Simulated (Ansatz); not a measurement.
**InHF (SMILES [F][InH]): the energy, rung by rung**

InHF: 3 atoms, total charge 0, spin state doublet. SMILES: `[F][InH]`. The shape is that of a PBE0-D4/def2-TZVP optimisation.

```xyz
3

F     1.0884    0.9895    0.6943
In   -0.5225    0.3551   -0.2448
H    -0.5769   -1.4094   -0.4628
```

Each level gives the energy change with the F1–In2 bond stretched from 1.970 to 2.954 Å (eV). The values are calculated.

```csv
level,kind,program,value (eV),less FCI/STO-3G,CPU time (all runs)
UHF/STO-3G,Hartree–Fock,Ansatz,1.85,-0.62,2.7 s
UBHLYP/STO-3G,global hybrid,Ansatz,2.98,+0.51,6.4 s
UB2PLYP/STO-3G,double hybrid,Ansatz,3.16,+0.69,8.8 s
RPA@PBE/STO-3G,RPA,Ansatz,2.57,+0.10,14 s
UMP2/STO-3G,perturbation theory,Ansatz,2.42,-0.05,4.2 s
UBCCD(T)/STO-3G,coupled cluster or CI,Ansatz,2.44,-0.03,5.3 s
FCI/STO-3G,exact in the basis,Ansatz,2.47,0.00,7.6 s
```

FCI/STO-3G is exact within its basis and frozen core, so for wave-function methods in that basis the difference is their error; functionals converge differently with the basis, so for them it is only a difference. All-electron rows without a relativistic Hamiltonian named are non-relativistic. The first shape isn't each level's own minimum. The values span 1.85 to 3.16 eV. Spin contamination of the reference (⟨S²⟩ at least 0.1 too high) touches UHF/STO-3G, UMP2/STO-3G, UBCCD(T)/STO-3G. All rows use very small basis sets, so none should be taken for the real molecule's value. In the correlated wave-function rows the outer d shell of In is correlated, in sets not made for it. In so small a basis fixed costs decide the times, and correlated methods can beat functionals. CPU times are rough (shared hosts, several kinds of processor and program).
